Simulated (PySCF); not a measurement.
Vertical excitations of a molecule C2H9FSi2 from TDDFT-ωB97X/def2-SVPD (PySCF), as energy in eV (oscillator strength): 6.54 (0.029), 7.40 (0.060), 7.92 (0.017), 7.98 (0.004), 8.49 (0.076), 8.52 (0.022), 8.56 (0.104), 8.62 (0.486), 8.82 (0.118), 9.03 (0.035). Lowest triplet (TDA): 5.78 eV. Geometry: PBE0-D3(BJ)/def2-SVP. The values are those of a single conformer.

Identify the compound among the candidates.
A. C[SiH2][Si@H](C)F
B. C[SiH2]C[SiH2]F
C. C[Si@@H](F)C[SiH3]
D. C[SiH2][C@H](F)[SiH3]

A, C[SiH2][Si@H](C)F
